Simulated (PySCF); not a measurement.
Al(H)(OMe)(OSiH3) (CH7AlO2Si), SMILES [O](C)[AlH][O][SiH3].

Geometry optimised at B3LYP-D3(BJ)/def2-SVP. One conformer was computed; it need not be the lowest.

Computed with B3LYP-D3(BJ)/def2-SVP in PySCF.

Frequencies are harmonic and unscaled.

A small imaginary wavenumber (i) marks a very flat motion, where grid noise or a shallow saddle decides the sign.

Computed vibrational spectrum:
```csv
mode,ν (cm⁻¹),IR (km/mol),Raman (Å⁴/amu),depolarisation,moving atoms (share of kinetic energy)
1,16i,0.0,0.1,0.75,H 95 %
2,32,0.1,0.2,0.64,"Si 26 %, O 24 %, C 22 %, H 21 %"
3,69,0.0,0.0,–,"H 86 %, O 10 %"
4,87,0.2,0.3,0.75,"O 65 %, H 28 %"
5,98,7.6,0.6,0.64,"O 51 %, C 27 %, H 21 %"
6,157,10.4,1.1,0.75,"O 53 %, H 25 %, Al 14 %"
7,300,41.3,1.5,0.67,"O 68 %, Al 18 %"
8,494,150.7,2.7,0.75,"H 75 %, Al 20 %"
9,526,12.9,16.5,0.16,"Al 46 %, Si 36 %, H 11 %"
10,669,80.2,11.6,0.69,"H 75 %, C 12 %"
11,739,50.0,12.3,0.74,"H 83 %, Si 9 %"
12,744,70.1,10.1,0.75,"H 84 %, Si 9 %"
13,762,195.3,4.0,0.24,"Al 43 %, H 26 %, O 15 %, C 13 %"
14,960,86.2,26.6,0.75,H 96 %
15,961,89.5,24.9,0.75,H 96 %
16,1011,437.0,17.5,0.74,"H 85 %, Si 13 %"
17,1130,447.4,1.1,0.65,"O 77 %, Al 10 %, Si 8 %"
18,1180,46.2,3.5,0.75,"H 66 %, C 22 %, O 11 %"
19,1189,0.3,1.2,0.75,"H 77 %, C 19 %"
20,1244,293.9,2.8,0.17,"O 54 %, C 31 %, H 11 %"
21,1475,0.9,17.8,0.75,H 97 %
22,1478,2.2,28.0,0.69,H 96 %
23,1485,17.1,8.3,0.74,"H 88 %, C 10 %"
24,2022,129.0,120.2,0.17,H 96 %
25,2207,164.4,84.1,0.57,H 96 %
26,2214,169.6,93.9,0.75,H 96 %
27,2220,95.6,225.4,0.03,H 99 %
28,2980,89.1,150.0,0.01,H 97 %
29,3051,56.6,90.1,0.55,"H 90 %, C 10 %"
30,3061,43.1,128.1,0.75,"H 90 %, C 10 %"
```
